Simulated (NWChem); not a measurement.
System meant: C8H9FO2; SMILES C#CC(C)(C)OC(=O)C(=C)F

NWChem input:

```
start job
memory heap 200 mb stack 900 mb global 1100 mb
geometry units angstroms noautoz
  C      1.789825     3.108867     0.000000
  C      0.874639     2.318144     0.000000
  C     -0.277368     1.404790     0.000000
  C     -1.099585     1.614457    -1.271997
  C     -1.099585     1.614457     1.271997
  O      0.323640     0.079477     0.000000
  C     -0.424840    -1.016512     0.000000
  O     -1.629169    -1.064632     0.000000
  C      0.429430    -2.246713     0.000000
  C     -0.094150    -3.470387     0.000000
  F      1.738407    -2.036858     0.000000
  H      2.611387     3.801651     0.000000
  H     -1.970078     0.946871    -1.277521
  H     -1.441410     2.657982    -1.314172
  H     -0.479287     1.418761    -2.157904
  H     -1.441410     2.657982     1.314172
  H     -1.970078     0.946871     1.277521
  H     -0.479287     1.418761     2.157904
  H      0.546519    -4.353258     0.000000
  H     -1.178687    -3.574668     0.000000
end
basis spherical
  C library def2-svp
  O library def2-svp
  F library def2-svp
  H library def2-svp
end
dft
  odft
  mult 2
  xc xpbe96 cpbe96
  iterations 150
  semidirect filesize 400000000
  mulliken
end
task dft energy
```

End of the output:

```
 Summary of "ao basis" -> "" (spherical)
 ------------------------------------------------------------------------------
       Tag                 Description            Shells   Functions and Types
 ---------------- ------------------------------  ------  ---------------------
 C                          def2-svp                 6       14   3s2p1d
 O                          def2-svp                 6       14   3s2p1d
 F                          def2-svp                 6       14   3s2p1d
 H                          def2-svp                 3        5   2s1p

  pbe96 is a nonlocal functional; adding pw91lda local functional.

                                 NWChem DFT Module
                                 -----------------

 Summary of "ao basis" -> "ao basis" (spherical)
 ------------------------------------------------------------------------------
       Tag                 Description            Shells   Functions and Types
 ---------------- ------------------------------  ------  ---------------------
 C                          def2-svp                 6       14   3s2p1d
 O                          def2-svp                 6       14   3s2p1d
 F                          def2-svp                 6       14   3s2p1d
 H                          def2-svp                 3        5   2s1p

      Symmetry analysis of basis
      --------------------------

        a'        131
        a"         68

  number of electrons :                   82
  multiplicity        :                    2
 ------------------------------------------------------------------------
  no. of electrons and multiplicity not compatible                  82
 ------------------------------------------------------------------------
 ------------------------------------------------------------------------
  current input line :
    39: task dft energy
 ------------------------------------------------------------------------
 ------------------------------------------------------------------------
 There is an error in the input file
 ------------------------------------------------------------------------
 For more information see the NWChem manual at https://nwchemgit.github.io

0: no. of electrons and multiplicity not compatible:Received an Error in Communication
```

Question: Can this run be used? If not, why, and what is the fix?

Answer: The input was rejected before any calculation. Cause: the multiplicity doesn't fit the number of electrons (an even count wants an odd multiplicity, and the reverse). This input runs:
```
start job
memory heap 200 mb stack 900 mb global 1100 mb
geometry units angstroms noautoz
  C      1.789825     3.108867     0.000000
  C      0.874639     2.318144     0.000000
  C     -0.277368     1.404790     0.000000
  C     -1.099585     1.614457    -1.271997
  C     -1.099585     1.614457     1.271997
  O      0.323640     0.079477     0.000000
  C     -0.424840    -1.016512     0.000000
  O     -1.629169    -1.064632     0.000000
  C      0.429430    -2.246713     0.000000
  C     -0.094150    -3.470387     0.000000
  F      1.738407    -2.036858     0.000000
  H      2.611387     3.801651     0.000000
  H     -1.970078     0.946871    -1.277521
  H     -1.441410     2.657982    -1.314172
  H     -0.479287     1.418761    -2.157904
  H     -1.441410     2.657982     1.314172
  H     -1.970078     0.946871     1.277521
  H     -0.479287     1.418761     2.157904
  H      0.546519    -4.353258     0.000000
  H     -1.178687    -3.574668     0.000000
end
basis spherical
  * library def2-svp
end
dft
  xc xpbe96 cpbe96
  iterations 150
  semidirect filesize 400000000
  mulliken
end
task dft energy
```
It converges to -559.40028 Ha (PBE/def2-SVP).
